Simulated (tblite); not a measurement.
Start geometry of `C#Cc1ccc2c(c1C)C2` from a force field or distance geometry (Å):
```
atom  x, y, z in Å
C1     3.1819    1.4153    0.2638
C2     2.0101    1.1081    0.2147
C3     0.6385    0.7295    0.1812
C4    -0.3263    1.7145    0.4821
C5    -1.6541    1.3547    0.4547
C6    -1.8632    0.0543    0.0880
C7    -1.0755   -1.0414   -0.2539
C8     0.2303   -0.5970   -0.1755
C9     1.2948   -1.6311   -0.5107
C10   -2.6166   -1.0565   -0.1852
H11    4.1976    1.6951    0.2986
H12   -0.0326    2.7127    0.7631
H13   -2.4627    2.0420    0.6826
H14    0.8490   -2.5977   -0.7679
H15    1.8744   -1.2915   -1.3734
H16    1.9463   -1.7827    0.3606
H17   -3.1349   -1.1642   -1.1298
H18   -3.0657   -1.6579    0.5954
```

Task: What comes out of this run: GFN2-xTB geometry optimisation, gas phase (tblite)?

Result: 
```
atom  x, y, z in Å
C1     3.140    1.375    0.252
C2     1.978    1.073    0.217
C3     0.608    0.722    0.176
C4    -0.335    1.698    0.490
C5    -1.721    1.456    0.481
C6    -2.026    0.180    0.135
C7    -1.094   -0.788   -0.177
C8     0.250   -0.615   -0.184
C9     1.279   -1.648   -0.516
C10   -2.532   -1.172   -0.224
H11    4.154    1.645    0.284
H12    0.025    2.683    0.752
H13   -2.430    2.231    0.729
H14    0.801   -2.592   -0.764
H15    1.885   -1.321   -1.361
H16    1.950   -1.799    0.330
H17   -3.007   -1.316   -1.189
H18   -2.933   -1.807    0.559
```

The energy falls by 0.968 eV over 34 L-BFGS steps, the largest force on an atom goes from 4.12 to 0.010 eV/Å, and the atoms move by 0.129 Å rms after alignment. The bond that changes most is C6–C10 (substituted aromatic carbon to benzylic-type carbon), which lengthens by 0.118 Å. Bonds longer at the end by more than 0.005 Å: 2 of 19; shorter: 11. Among the angles that change most is C6–C7–C8, from 105.5° to 125.6°. Rotational constants go from 2722, 1136, 810.0 to 2644, 1156, 812.9 MHz. The orientation of the end geometry is arbitrary; only internal coordinates are fixed.

The run took 0.75 s wall on one thread of an Intel Xeon at 2.50 GHz, on a shared host.

Its GFN2-xTB frequencies are all real (lowest 81 cm⁻¹).

All values are computed, not measured.
